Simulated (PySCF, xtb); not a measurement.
C2H7BrSi, SMILES C(C)[SiH2]Br.

xtb with GFN2-xTB at its own geometry gives an orbital gap of 5.56 eV and a dipole moment of 5.53 D.

Geometry optimised at B3LYP-D3(BJ)/def2-SVP. One conformer was computed; it need not be the lowest.

Question: What does PBE0/def2-TZVP (PySCF) give? (Estimate from the structure and the level; the computed values follow.)

Answer: gap 8.16 eV (levels -8.15 and 0.02 eV), dipole 2.07 D.
